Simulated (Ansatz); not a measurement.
A search over several starts for the lowest SCF solution of Zn2O2⁺ at the given spin, in a small basis.

```yaml
crystal:
  periodic: [false, false, false]
  atoms:
    - {symbol: Zn, position_ang: [0.022264, 0.914022, -1.238151]}
    - {symbol: Zn, position_ang: [-1.345201, -0.744031, -0.076144]}
    - {symbol: O, position_ang: [1.046090, 0.381390, 0.330318]}
    - {symbol: O, position_ang: [0.276847, -0.551382, 0.983978]}
basis:
  gaussian: {orbitals: def2-SVP}
total_charge: 1
magnetization: {spin_polarized: true, initial_magnetization: 1}
hamiltonian: {xc: pbe0, dispersion: d4}
output: {orbitals: {seedname: orbitals}}
```

```sh
$ ansatz run in.yaml --threads 2 --pin off --events-out ev --progress --plain --max-ram 4352MiB
```

Output, abridged:

```
Functional definition: PBE0
858 factors; integrals over basis functions are off by at most 6.5e-4 eV
mean field evaluation 1: about -100827.9305 eV, gradient 9.9e1 eV
mean field evaluation 2: about -100226.7265 eV, gradient 2.6e2 eV
mean field evaluation 4: about -100885.1108 eV, gradient 2.1e1 eV
mean field evaluation 8: about -100887.5634 eV, gradient 2.1e-1 eV
mean field evaluation 16: about -100887.6788 eV, gradient 3.0e-4 eV
mean field evaluation 32: about -100885.6670 eV, gradient 5.9e-1 eV
mean field -100887.67875965 eV, -3707.5538102923 hartree, gradient 2.3e-5 eV, S^2 0.758119; 4 other end points of the search recorded, 0 dependent functions left out
reference -100887.67879737 eV, -3707.5538116784 hartree; 38, 37 occupied and 52, 53 virtual orbitals, 858 factors
Total energy: -100887.74439581 eV, -3707.5562223768 hartree
```

Run time 13 s (2 threads of Arm Neoverse V1 on a shared host).

The structure holds one bond between oxygen atoms, so isomers without such links may lie far lower. The structure comes from a short search, and lower isomers may exist.
